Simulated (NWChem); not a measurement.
# SnH3OBr; SMILES [OH][SnH2][Br]

```xyz
6

Sn    -0.2606    -0.8008    -0.0302
O      1.5575    -1.5627    -0.1806
Br    -0.0669     1.6916    -0.0476
H     -1.0477    -1.3056    -1.4499
H     -0.9725    -1.2131     1.4679
H      2.1702    -1.2100     0.4754
```
Atoms are numbered in this order, from 1.

Level: PBE0/def2-SVP with def2 effective core potentials on Sn (NWChem), optimised geometry, unscaled harmonic frequencies. This build's default masses of Se (78.918 u) and Br (79.917 u) are each other's, which moves their modes by up to 0.6 %. def2 effective core potentials on Sn; no spin-orbit coupling.

| frequency (cm⁻¹) | IR intensity (km/mol) |
|---|---|
| 119 | 13.9 |
| 193 | 111.0 |
| 260 | 37.3 |
| 421 | 30.3 |
| 515 | 8.2 |
| 629 | 144.6 |
| 651 | 96.0 |
| 679 | 78.6 |
| 856 | 106.1 |
| 1948 | 112.0 |
| 1991 | 109.3 |
| 3895 | 80.0 |

The zero-point energy is 17.4 kcal/mol and the thermal correction to the enthalpy at 298.15 K (with zero-point energy) is 21.4 kcal/mol. The heat capacity Cv is 17.5 cal/(mol K) and the entropy at 298.15 K and 1 atm (symmetry number 1) is 79.1 cal/(mol K).

Rigid rotor and harmonic oscillator.
